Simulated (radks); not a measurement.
Values are calculated unless marked as measured or tabulated.
Question: Ionisation of Sb2+, [Kr] 4d10 5s2 5p1, to Sb3+, [Kr] 4d10 5s2, under several functionals. Scalar-relativistic Kohn-Sham, spin-polarised, spherical densities, finite nucleus; open shells are filled with parallel spins first (spin-orbit coupling, left out, can overturn this in heavy ions); a radial shooting solver on a logarithmic mesh with Libxc functionals. Known Delta-SCF values: exchange-only PBE 23.905 eV. What does MS2 meta-GGA give, and what is its highest occupied eigenvalue?

Answer: 24.581 eV by Delta-SCF; the 5p eigenvalue is -20.503 eV. NIST: 25.324 eV (measured).
